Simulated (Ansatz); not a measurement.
Reaction (formal loss of a carbene): `F[CH2][GaH][SH]` → `[CH]F` + `[SH][GaH2]`

Program: Ansatz. Geometries: PBE0-D4/def2-TZVP. ΔE: electronic, gas phase. CBS: MP2 limit from def2 TZ/QZ plus the TZ coupled-cluster correction, frozen cores. This one scheme is used for every species. Functionals use def2-TZVPP. B3LYP here is the variant with VWN-RPA as its local correlation; programs differ in this. For Ga outer-core shells are correlated without core-valence functions, which leaves a few kJ/mol of doubt a bond. Scalar relativity is left out up to krypton. One conformer a species, not always the lowest.

| level | ΔE (kcal/mol) | difference from CCSD(T)/CBS |
| --- | --- | --- |
| PBE-D4 | 94.0 | 3.8 |
| r2SCAN-D4 | 94.7 | 4.5 |
| PBE0-D4 | 95.1 | 4.9 |
| B3LYP-D4 | 89.8 | -0.4 |
| ωB97X-V | 90.4 | 0.2 |
| ωB97M-V | 88.9 | -1.3 |
| B2PLYP | 89.4 | -0.8 |
| PBE | 92.5 | 2.3 |
| r2SCAN | 94.3 | 4.1 |
| PBE0 | 93.8 | 3.6 |
| B3LYP | 87.3 | -2.9 |
| HF/def2-TZVPP | 76.4 | -13.8 |
| MP2/def2-TZVPP | 95.0 | 4.8 |
| SCS-MP2/def2-TZVPP | 90.3 | 0.1 |
| CCSD/def2-TZVPP | 87.2 | -3.0 |
| CCSD(T)/def2-TZVPP | 88.1 | -2.1 |
| HF/def2-QZVPP | 76.1 | -14.1 |
| MP2/def2-QZVPP | 96.1 | 5.9 |
| SCS-MP2/def2-QZVPP | 91.3 | 1.1 |
| HF/CBS(def2) | 76.1 | -14.1 |
| MP2/CBS(def2) | 97.2 | 7.0 |
| CCSD/CBS(def2) | 89.4 | -0.8 |
| CCSD(T)/CBS | 90.2 | 0 |

Largest T1 diagnostic among the species: 0.018.

From PBE to PBE0 (25 % exact exchange), in def2-TZVPP and without D4, ΔE moves by +1.3 kcal/mol. The D4 term adds +2.5 kcal/mol with B3LYP and +1.4 kcal/mol with PBE0; it sums over pairs of atoms, weighted by their polarisabilities, and B3LYP, whose exchange is more repulsive, gets the larger term.
